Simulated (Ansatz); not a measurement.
`[AlH2][NH][SiH3]` + HI → `[SiH3]I` + `[NH2][AlH2]` at 600 K and 1 bar (ligand exchange at the Si–N bond).

Program: Ansatz. Geometries: PBE0-D4/def2-TZVP. ΔE: electronic, gas phase. CBS: MP2 limit from def2 TZ/QZ plus the TZ coupled-cluster correction, frozen cores. This one scheme is used for every species. Elements past krypton have def2 core potentials. For I outer-core shells are correlated without core-valence functions, which leaves a few kJ/mol of doubt a bond.

| species | CCSD(T)/CBS energy (Eh) | H − E (kJ/mol) | S (J/(mol·K)) |
| --- | --- | --- | --- |
| `[AlH2][NH][SiH3]` | -589.44550 | 197.8 | 395.5 |
| HI | -298.03592 | 31.6 | 227.0 |
| `[SiH3]I` | -588.34840 | 98.3 | 316.4 |
| `[NH2][AlH2]` | -299.14566 | 138.4 | 304.9 |

H − E and S are ideal-gas, rigid-rotor, harmonic terms from PBE0-D4/def2-TZVP. 1 Eh = 2625.50 kJ/mol, R = 8.31446 J/(mol·K).

**Question.** By hand: ΔE, ΔH, ΔS and ΔG.

**Answer.** ΔE = (-588.34840) + (-299.14566) − (-589.44550) − (-298.03592) = -0.01264 Eh = -33.2 kJ/mol. Δ(H − E) = 98.3 + 138.4 − 197.8 − 31.6 = 7.3, so ΔH = -25.9 kJ/mol. ΔS = 316.4 + 304.9 − 395.5 − 227.0 = -1.2 J/(mol·K). ΔG = -25.9 − 600 × (-1.2)/1000 = -25.2 kJ/mol.

**Question.** By hand: the equilibrium constant, and the temperature at which ΔG would vanish if ΔH and ΔS stayed fixed.

**Answer.** log₁₀ K = −ΔG/(RT ln 10) = 2.2. ΔG = 0 at ΔH/ΔS = 21583 K, far beyond where these terms or the molecules hold.

The number of gas molecules stays the same, so ΔS is small and ΔH decides. A doubt of 5 kJ/mol in ΔE shifts log₁₀ K by 0.4 here. These are equilibria of isolated gas molecules and say nothing of rates. Largest T1 diagnostic: 0.011 (customary marks: 0.02 for closed shells, 0.045 for open ones).
